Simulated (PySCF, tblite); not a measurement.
Isomers of C8H12P2, one GFN2-xTB conformer each. Single-point energies are computed at PBE0/pcSseg-1 (PySCF, gas phase, no added dispersion term), electronic only.

```tsv
SMILES	GFN2-xTB relative energy (kJ/mol)
Cc1cc(C(C)C)pcp1	53.2
CC(C)(C)c1cpcpc1	67.2
CP(C)c1ccccc1P	0.0
Cc1pccpc1C(C)C	60.4
Cc1cpcpc1C(C)C	59.1
```

Conformers: `[CH3:1][c:2]1[cH:3][c:4]([CH:5]([CH3:6])[CH3:7])[p:8][cH:9][p:10]1` with C3–C4–C5–C6 -117°; `[CH3:1][P:2]([CH3:3])[c:4]1[cH:5][cH:6][cH:7][cH:8][c:9]1[PH2:10]` with C1–P2–C4–C5 12°, C8–C9–P10–H -6° and -99°; `[CH3:1][c:2]1[p:3][cH:4][cH:5][p:6][c:7]1[CH:8]([CH3:9])[CH3:10]` with P6–C7–C8–C9 74°; `[CH3:1][c:2]1[cH:3][p:4][cH:5][p:6][c:7]1[CH:8]([CH3:9])[CH3:10]` with P6–C7–C8–C9 -80°.

What does PBE0/pcSseg-1 give for the same structures?

```json
{"SMILES": "Cc1cc(C(C)C)pcp1", "PBE0/pcSseg-1 E (Eh)": "-994.05832", "PBE0/pcSseg-1 (kJ/mol)": "0.0", "GFN2-xTB (kJ/mol)": "53.2", "point group": "near Cs"}
{"SMILES": "CP(C)c1ccccc1P", "PBE0/pcSseg-1 E (Eh)": "-994.05816", "PBE0/pcSseg-1 (kJ/mol)": "0.4", "GFN2-xTB (kJ/mol)": "0.0", "point group": "C1"}
{"SMILES": "CC(C)(C)c1cpcpc1", "PBE0/pcSseg-1 E (Eh)": "-994.05516", "PBE0/pcSseg-1 (kJ/mol)": "8.3", "GFN2-xTB (kJ/mol)": "67.2", "point group": "Cs"}
{"SMILES": "Cc1cpcpc1C(C)C", "PBE0/pcSseg-1 E (Eh)": "-994.05420", "PBE0/pcSseg-1 (kJ/mol)": "10.8", "GFN2-xTB (kJ/mol)": "59.1", "point group": "C1"}
{"SMILES": "Cc1pccpc1C(C)C", "PBE0/pcSseg-1 E (Eh)": "-994.05001", "PBE0/pcSseg-1 (kJ/mol)": "21.8", "GFN2-xTB (kJ/mol)": "60.4", "point group": "C1"}
```

GFN2-xTB puts CP(C)c1ccccc1P lowest instead; measured from each level's own lowest isomer, the values differ by up to 58.9 kJ/mol (CC(C)(C)c1cpcpc1: 67.2 against 8.3). Neighbours under 10 kJ/mol apart (Cc1cc(C(C)C)pcp1 and CP(C)c1ccccc1P; CP(C)c1ccccc1P and CC(C)(C)c1cpcpc1; CC(C)(C)c1cpcpc1 and Cc1cpcpc1C(C)C) can change places with a better method, another conformer or zero-point energy.

Which frontier levels, dipoles and rotational constants go with these structures?

```
          SMILES  HOMO (eV, PBE0/pcSseg-1)  LUMO (eV)  dipole (D)       A, B, C (MHz)
Cc1cc(C(C)C)pcp1                     -6.79      -1.83        2.21  1679, 685.6, 544.7
  CP(C)c1ccccc1P                     -6.01      -0.69        1.60  1324, 906.9, 609.7
CC(C)(C)c1cpcpc1                     -7.23      -1.93        2.27  1658, 696.1, 549.6
  Cc1cpcpc1C(C)C                     -6.93      -1.86        2.48  1570, 778.9, 579.5
  Cc1pccpc1C(C)C                     -6.74      -2.20        1.17  1461, 845.3, 602.4
```

What happens when harmonic zero-point energies from GFN2-xTB frequencies are added?

| SMILES | ZPE (kJ/mol) | electronic (kJ/mol) | with ZPE (kJ/mol) |
| --- | --- | --- | --- |
| Cc1cc(C(C)C)pcp1 | 463.4 | 0.0 | 17.6 |
| CP(C)c1ccccc1P | 445.4 | 0.4 | 0.0 |
| CC(C)(C)c1cpcpc1 | 465.7 | 8.3 | 28.2 |
| Cc1cpcpc1C(C)C | 465.1 | 10.8 | 30.1 |
| Cc1pccpc1C(C)C | 464.1 | 21.8 | 40.1 |

The zero-point energies span 20.3 kJ/mol. CP(C)c1ccccc1P becomes the lowest.
